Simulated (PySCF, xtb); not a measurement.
C3H9NSi2, SMILES N[C@@H](C#C)[SiH2][SiH3].

GFN2-xTB (xtb 6.7.1) at its own geometry gives an orbital gap of 3.65 eV and a dipole moment of 1.72 D.

Geometry optimised at B3LYP-D3(BJ)/def2-SVP. The structure was generated by enumeration; whether it is a known compound was not checked. One conformer was computed; it need not be the lowest.

Q: What does PySCF with PBE0/def2-TZVP give? (Estimate from the structure and the level; the computed values follow.)

A: gap 6.56 eV (levels -6.70 and -0.14 eV), dipole 1.05 D.
